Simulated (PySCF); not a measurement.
A calculated (UHF, PySCF 2.14, x2c-TZVPall, scalar relativity by spin-free X2C-1e) atom or ion has these occupied shells.

| shell | electrons | orbital energy (eV) | rms radius, mean of both spins (bohr) |
| --- | --- | --- | --- |
| 1s α | 1 | -209.60 | 0.379 |
| 1s β | 1 | -209.18 | 0.379 |
| 2s α | 1 | -14.835 | 2.18 |
| 2s β | 1 | -12.139 | 2.18 |
| 2p α | 1 | -8.667 | 2.45 |

Name the element and its charge.

B (boron, neutral), in [He] 2s2 2p1, 2P determinant.
